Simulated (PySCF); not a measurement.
F, charge -1, singlet (in this run its highest filled SCF level lies above zero, so its values depend strongly on the basis, on diffuse functions most of all). Base run: WB97X/6-31G** run with PySCF.

Geometry (Å):
```xyz
1

F      0.0000     0.0000     0.0000
```
Charge -1, spin multiplicity 1.
All else is at PySCF's defaults.
Base energy -99.73382 Eh.

The base run was repeated with changes; each row names its change, and settings that it needs were set with it.

| change | ΔE vs base (µEh) | grid points | electrons on the grid |
|---|---|---|---|
| base | 0.0 | 14264 | 10.00000 |
| grids.atom_grid = (50, 194) | -2.6 | 6608 | 10.00000 |
| grids.prune = off | 0.0 | 22656 | 10.00000 |
| grids.level = 2 | -1.9 | 11608 | 10.00000 |
| grids.level = 7 | 0.4 | 89000 | 10.00000 |
| grids.atom_grid = (30, 110) | 670 | 2464 | 10.00000 |
| small_rho_cutoff = 0 | 0.0 | 14264 | 10.00000 |
| grids.level = 0 | 3519 | 1088 | 9.99725 |
| grids.level = 4 | 0.4 | 28840 | 10.00000 |
| grids.becke_scheme = stratmann | 0.0 | 14264 | 10.00000 |
| grids.radi_method = gauss_chebyshev | 3.8 | 14088 | 10.00000 |
